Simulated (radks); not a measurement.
Numerical settings for the nickel ion Ni2+, [Ar] 3d8. Method: Dirac Kohn-Sham, BLYP, spin-unpolarised, spherical densities, finite nucleus; open shells fill j = l - 1/2 first; Fermi nuclear charge, rms radius 3.7757 fm; computed with a radial shooting solver on a logarithmic mesh with Libxc functionals. The defaults (mesh step 0.008 in ln r, mesh end at 40 bohr or more with all orbitals vanishing there, Anderson mixing 0.5 over 9 steps, residual threshold near 1e-9 with the energy settled to 1e-9 hartree or 1e-11 of itself, here a cap of 51 iterations) give E = -1519.9419 hartree and 3d5/2 at -28.272 eV in 18 iterations. Run on one thread of a shared host, so times are rough (Arm Neoverse V2): 0.08 s of CPU time, 0.08 s wall, 18 iterations on 2189 mesh points. Changes against that run (0 stands for a change within the tolerance of the run):

mesh step in ln r 0.012: iterations 16; converged yes; E (mhartree) 0; e(3d5/2) (meV) 0; CPU (s) 0.05
mesh step in ln r 0.003: iterations 19; converged yes; E (mhartree) 0; e(3d5/2) (meV) 0; CPU (s) 0.22
mesh step in ln r 0.02: iterations 16; converged yes; E (mhartree) 0; e(3d5/2) (meV) 0; CPU (s) 0.04
mesh end (bohr) 3: iterations 17; converged yes; E (mhartree) +137; e(3d5/2) (meV) +3.16e+03; CPU (s) 0.07
mesh end (bohr) 1: iterations 16; converged level above zero; E (mhartree) +5.72e+04; e(3d5/2) (meV) +2.15e+05; CPU (s) 0.1
residual threshold 0.1: iterations 10; converged yes; E (mhartree) +0.00016; e(3d5/2) (meV) -6.14; CPU (s) 0.06
residual threshold 1e-05: iterations 13; converged yes; E (mhartree) 0; e(3d5/2) (meV) -0.0429; CPU (s) 0.07
mixing 0.2: iterations 20; converged yes; E (mhartree) 0; e(3d5/2) (meV) 0; CPU (s) 0.09
linear mixing, mixing 0.05: iterations 51; converged no; E (mhartree) +0.849; e(3d5/2) (meV) -1.6e+03; CPU (s) 0.22
linear mixing, mixing 0.5: iterations 47; converged no; E (mhartree) diverged; CPU (s) 0.19
mixing history 20: iterations 22; converged yes; E (mhartree) 0; e(3d5/2) (meV) 0; CPU (s) 0.1
iteration cap 5: iterations 5; converged no; E (mhartree) +7.83; e(3d5/2) (meV) +1.23e+03; CPU (s) 0.03

Settled on a wrong energy, with an occupied level pushed above zero by the early mesh end: mesh end (bohr) 1 (+57.2 hartree). Apart from these: settings that end as converged yet miss the energy by more than 1 mhartree: mesh end (bohr) 3 (+0.137 hartree). A mesh that ends early acts as a hard wall.
